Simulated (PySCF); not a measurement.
Numbering as in the mapped SMILES `[N:1]#[C:2][C@:3]1([F:4])[CH2:5][CH2:6][SiH2:7][CH2:8][SiH2:9]1` (H(Xn): hydrogen on atom n). Ha(C5), Ha(C6), Ha(Si7), Ha(C8), Ha(Si9) are pro-R; Hb(C5), Hb(C6), Hb(Si7), Hb(C8), Hb(Si9) are pro-S.

- σ from GIAO-PBE0/pcSseg-1
- geometry from GFN2-xTB
- code: PySCF 2.14
- a single conformation, gas phase, relativity neglected

Scale: ¹³C (σ = 186.93 ppm) vs TMS (reference shieldings calculated alike).

Problem. Do the ¹³C shifts follow the atomic charges (in e)? Tabulate both.

Solution. 
```json
{"atoms": "C2", "hybridisation": "sp", "δ (ppm)": "124.1", "σ para (ppm)": "-197", "Hirshfeld": "+0.07", "IAO": "+0.12", "Mulliken": "+0.16", "ESP-fitted": "+0.28"}
{"atoms": "C3", "hybridisation": "sp3", "δ (ppm)": "81.8", "σ para (ppm)": "-142", "Hirshfeld": "+0.04", "IAO": "+0.02", "Mulliken": "-0.16", "ESP-fitted": "+0.12"}
{"atoms": "C5", "hybridisation": "sp3", "δ (ppm)": "37.3", "σ para (ppm)": "-99", "Hirshfeld": "-0.07", "IAO": "-0.25", "Mulliken": "-0.20", "ESP-fitted": "+0.00"}
{"atoms": "C6", "hybridisation": "sp3", "δ (ppm)": "6.7", "σ para (ppm)": "-71", "Hirshfeld": "-0.16", "IAO": "-0.55", "Mulliken": "-0.50", "ESP-fitted": "-0.31"}
{"atoms": "C8", "hybridisation": "sp3", "δ (ppm)": "-12.5", "σ para (ppm)": "-58", "Hirshfeld": "-0.25", "IAO": "-0.83", "Mulliken": "-0.85", "ESP-fitted": "-0.59"}
```

Correlation coefficients of δ with charge over these carbons: Hirshfeld +0.97, IAO +0.96, Mulliken +0.94, ESP-fitted +0.95; with the paramagnetic shielding -1.00. Among the 4 sp3 carbons alone: Hirshfeld +0.99, IAO +0.98, Mulliken +0.89, ESP-fitted +0.94. With so few points, grouped by hybridisation, these coefficients are fragile. Charge is one influence among several: hybridisation and low-lying excitations act through the paramagnetic term.

Shifts are as computed. Against solution values, carbons near 30 ppm lie about +3 ppm off and those near 130 ppm about +5 ppm. Of 1211 compounds with measured shifts, 218 miss one by over three times the rms of a fit or turn the order of signals round; such compounds aren't used in these exercises.
